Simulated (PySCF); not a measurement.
C₄H₇BO, SMILES C#CB(C)OC.

Coordinates come from a PBE-D3(BJ)/def2-SVP optimisation. The structure was generated by enumeration, and PubChem lists no compound with its InChIKey, so it may never have been made. The values are those of a single conformer.

These are PBE-D3(BJ)/def2-SVP run with PySCF values and carry that method's errors.

Frequencies are harmonic and unscaled.

```json
[
 {"mode": "1", "ν (cm⁻¹)": "39", "IR (km/mol)": "1.4", "moving atoms (share of kinetic energy)": "H 98 %"},
 {"mode": "2", "ν (cm⁻¹)": "63", "IR (km/mol)": "0.3", "moving atoms (share of kinetic energy)": "H 95 %"},
 {"mode": "3", "ν (cm⁻¹)": "133", "IR (km/mol)": "6.8", "moving atoms (share of kinetic energy)": "C 36 %, O 30 %, H 26 %"},
 {"mode": "4", "ν (cm⁻¹)": "139", "IR (km/mol)": "2.7", "moving atoms (share of kinetic energy)": "C 61 %, H 22 %, O 9 %, B 8 %"},
 {"mode": "5", "ν (cm⁻¹)": "260", "IR (km/mol)": "0.3", "moving atoms (share of kinetic energy)": "C 50 %, O 24 %, H 20 %"},
 {"mode": "6", "ν (cm⁻¹)": "275", "IR (km/mol)": "2.0", "moving atoms (share of kinetic energy)": "C 62 %, H 32 %"},
 {"mode": "7", "ν (cm⁻¹)": "392", "IR (km/mol)": "2.0", "moving atoms (share of kinetic energy)": "C 43 %, O 29 %, H 24 %"},
 {"mode": "8", "ν (cm⁻¹)": "478", "IR (km/mol)": "8.8", "moving atoms (share of kinetic energy)": "C 81 %, H 10 %"},
 {"mode": "9", "ν (cm⁻¹)": "487", "IR (km/mol)": "4.2", "moving atoms (share of kinetic energy)": "H 39 %, B 37 %, C 23 %"},
 {"mode": "10", "ν (cm⁻¹)": "653", "IR (km/mol)": "17.3", "moving atoms (share of kinetic energy)": "C 52 %, H 30 %, O 16 %"},
 {"mode": "11", "ν (cm⁻¹)": "660", "IR (km/mol)": "25.8", "moving atoms (share of kinetic energy)": "H 64 %, C 32 %"},
 {"mode": "12", "ν (cm⁻¹)": "715", "IR (km/mol)": "26.8", "moving atoms (share of kinetic energy)": "H 75 %, C 25 %"},
 {"mode": "13", "ν (cm⁻¹)": "794", "IR (km/mol)": "0.1", "moving atoms (share of kinetic energy)": "H 62 %, C 28 %"},
 {"mode": "14", "ν (cm⁻¹)": "846", "IR (km/mol)": "26.9", "moving atoms (share of kinetic energy)": "H 44 %, B 34 %, C 20 %"},
 {"mode": "15", "ν (cm⁻¹)": "1040", "IR (km/mol)": "31.6", "moving atoms (share of kinetic energy)": "C 39 %, O 32 %, B 18 %, H 10 %"},
 {"mode": "16", "ν (cm⁻¹)": "1110", "IR (km/mol)": "69.1", "moving atoms (share of kinetic energy)": "H 44 %, B 43 %, C 13 %"},
 {"mode": "17", "ν (cm⁻¹)": "1142", "IR (km/mol)": "0.1", "moving atoms (share of kinetic energy)": "H 75 %, C 20 %"},
 {"mode": "18", "ν (cm⁻¹)": "1152", "IR (km/mol)": "86.1", "moving atoms (share of kinetic energy)": "H 52 %, B 26 %, C 18 %"},
 {"mode": "19", "ν (cm⁻¹)": "1267", "IR (km/mol)": "121.5", "moving atoms (share of kinetic energy)": "H 60 %, C 25 %, B 12 %"},
 {"mode": "20", "ν (cm⁻¹)": "1333", "IR (km/mol)": "283.2", "moving atoms (share of kinetic energy)": "H 48 %, B 21 %, O 17 %, C 13 %"},
 {"mode": "21", "ν (cm⁻¹)": "1379", "IR (km/mol)": "3.4", "moving atoms (share of kinetic energy)": "H 96 %"},
 {"mode": "22", "ν (cm⁻¹)": "1397", "IR (km/mol)": "35.7", "moving atoms (share of kinetic energy)": "H 86 %"},
 {"mode": "23", "ν (cm⁻¹)": "1418", "IR (km/mol)": "3.4", "moving atoms (share of kinetic energy)": "H 97 %"},
 {"mode": "24", "ν (cm⁻¹)": "1422", "IR (km/mol)": "2.9", "moving atoms (share of kinetic energy)": "H 94 %"},
 {"mode": "25", "ν (cm⁻¹)": "1450", "IR (km/mol)": "132.7", "moving atoms (share of kinetic energy)": "H 56 %, B 23 %, O 18 %"},
 {"mode": "26", "ν (cm⁻¹)": "2109", "IR (km/mol)": "54.3", "moving atoms (share of kinetic energy)": "C 90 %, H 9 %"},
 {"mode": "27", "ν (cm⁻¹)": "2957", "IR (km/mol)": "60.7", "moving atoms (share of kinetic energy)": "H 98 %"},
 {"mode": "28", "ν (cm⁻¹)": "2972", "IR (km/mol)": "1.6", "moving atoms (share of kinetic energy)": "H 97 %"},
 {"mode": "29", "ν (cm⁻¹)": "3047", "IR (km/mol)": "0.5", "moving atoms (share of kinetic energy)": "H 91 %, C 9 %"},
 {"mode": "30", "ν (cm⁻¹)": "3048", "IR (km/mol)": "19.8", "moving atoms (share of kinetic energy)": "H 90 %, C 10 %"},
 {"mode": "31", "ν (cm⁻¹)": "3051", "IR (km/mol)": "22.0", "moving atoms (share of kinetic energy)": "H 90 %, C 10 %"},
 {"mode": "32", "ν (cm⁻¹)": "3077", "IR (km/mol)": "21.5", "moving atoms (share of kinetic energy)": "H 91 %, C 9 %"},
 {"mode": "33", "ν (cm⁻¹)": "3395", "IR (km/mol)": "41.6", "moving atoms (share of kinetic energy)": "H 86 %, C 14 %"}
]
```
